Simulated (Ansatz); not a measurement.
Bi(Me)(OH)2 (CH₅BiO₂), SMILES [CH3][Bi]([OH])[OH].

The structure is a stationary point at B3LYP-D3(BJ)/def2-SVP. The structure was generated by enumeration; whether it is a known compound was not checked. The def2 effective core potentials stand for the cores of Bi; spin–orbit coupling is left out. Other conformers were not sampled.

Two levels are set side by side: PBE/def2-SVPD (Ansatz, a quantum-chemistry and plane-wave program) and CAM-B3LYP/def2-SVPD (Ansatz). Energy differences of separate SCF runs at the same geometry; the states with an electron removed or added have multiplicity 2 and 2. Differences are taken from unrounded values.

| quantity | CAM-B3LYP |
|---|---|
| vertical ionisation energy (eV) | 9.92 |
| vertical singlet–triplet gap (eV) | 5.00 |

Task: What does PBE give, and how far is it from CAM-B3LYP? (An estimate is asked for; the answer gives what the named calculation found.)

Result: 
```csv
quantity,PBE,PBE minus CAM-B3LYP
vertical ionisation energy (eV),9.40,-0.52
vertical singlet–triplet gap (eV),4.73,-0.28
```
